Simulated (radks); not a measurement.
All-electron atom: Ba45+ in [Ne] 3s1 (the NIST ground configuration).

All-electron calculation, scalar-relativistic Kohn-Sham, exchange-only LDA, spin-polarised, spherical densities, point nucleus; open shells are filled with parallel spins first (spin-orbit coupling, left out, can overturn this in heavy ions). Program: a radial shooting solver on a logarithmic mesh with Libxc functionals.

Energy parts (eV):
total: -167225.67
kinetic: 178842.97
electron-nucleus: -360544.85
Hartree: 16989.67
exchange: -2513.46

Orbitals (lengths in bohr, moments of r in powers of bohr; <r^-3> diverges for s and p1/2; r(max) is where P^2 peaks):
orbital  occ.  eigenvalue (eV)      <r^4>  <r^-3>   r(max)      <r>
1s up       1        -40311.24  2.070e-06       -  0.01643  0.02558
1s down     1        -40307.89  2.070e-06       -  0.01643  0.02558
2s up       1        -8784.514  0.0003170       -  0.09212   0.1079
2s down     1        -8780.730  0.0003159       -  0.09212   0.1079
2p up       3        -8215.085  0.0002253    7289  0.07378  0.09421
2p down     3        -8211.757  0.0002245    7292  0.07378  0.09416
3s up       1        -3608.916   0.008316       -   0.2458   0.2580
3s down     0        -3582.989   0.008310       -   0.2453   0.2577
3p up       0        -3435.160   0.007730    1959   0.2361   0.2494
3p down     0        -3410.547   0.007710    1972   0.2354   0.2490
4s up       0        -1945.296    0.08737       -   0.4809   0.4738
4s down     0        -1932.295    0.08895       -   0.4825   0.4761

The highest occupied level is 3s up at -3608.9 eV. Summed over all electrons, <r^2> = 0.1695 bohr^2, which gives a Langevin (diamagnetic) susceptibility term of -0.134 x 10^-6 cm^3/mol. For comparison, the ionisation energy in NIST's Atomic Spectra Database is 3640 eV (theoretical). In exact Kohn-Sham theory the highest level is minus the ionisation energy, but local and semilocal functionals leave it too shallow, through self-interaction and a potential that decays too fast; potentials with the right tail come closer. The density falls to 0.001 e/bohr^3 at r = 0.66 bohr.
